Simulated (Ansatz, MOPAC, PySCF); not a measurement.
Torsion H3–O1–Ge2–H4 in GeH2O (SMILES [OH][GeH]); at each angle all else is relaxed with GFN2-xTB, and the levels are single points there.
Geometry at 180° (charge 0, multiplicity 1):
```xyz
4

O     -0.82044     0.27933     0.28741
Ge     0.78077     0.62336    -0.36813
H     -1.39572    -0.37371    -0.10743
H      1.04843     1.75512     0.80134
```

On the grid 0° to 330°, 120° is the highest and 180° the lowest point at CCSD(T)/CBS(cc-pVTZ, cc-pVQZ).

Correlated levels freeze the cores. Filled d and f shells under p-block atoms count as core. CBS: X⁻³ extrapolation of the correlation energy, Hartree–Fock from the larger set. Rows in 3-21G, 6-31G*, LANL2DZ carry no dispersion term and start afresh at each structure (6-31G* with six Cartesian d functions); the Pople sets are all-electron and without relativity. MP2/6-31G* freezes PySCF's default core, which leaves 3d correlated. LANL2DZ brings its own core potentials from Na on. The state reached by AM1, PM3 isn't checked.

Run with Ansatz (Gaussian orbitals); MOPAC for AM1, PM3 (differences of heats of formation); PySCF for 3-21G rows, 6-31G* rows, LANL2DZ rows, the dispersion terms. Values without a source in brackets are computed.

Other levels give for the energy at 120° less that at 180°: PBE/def2-TZVPP 8.66; B3LYP/def2-TZVPP 8.14; B3LYP-D3(BJ)/def2-TZVPP 8.15; wB97M-V/def2-TZVPP 8.33; CCSD(T)/CBS(cc-pVTZ, cc-pVQZ) 8.21 kcal/mol.

Common cheap choices:

| level | energy at 120° less that at 180° (kcal/mol) | less 8.21 (CCSD(T)/CBS(cc-pVTZ, cc-pVQZ)) |
|---|---|---|
| AM1 | 11.86 | 3.65 |
| PM3 | 39.26 | 31.05 |
| HF/3-21G | 5.58 | -2.63 |
| HF/6-31G* | 8.52 | 0.31 |
| BP86/6-31G* | 10.26 | 2.05 |
| B3LYP/3-21G | 7.69 | -0.52 |
| B3LYP/LANL2DZ | 5.28 | -2.93 |
| MP2/6-31G* | 10.61 | 2.40 |

Ansatz is a quantum-chemistry and plane-wave program.
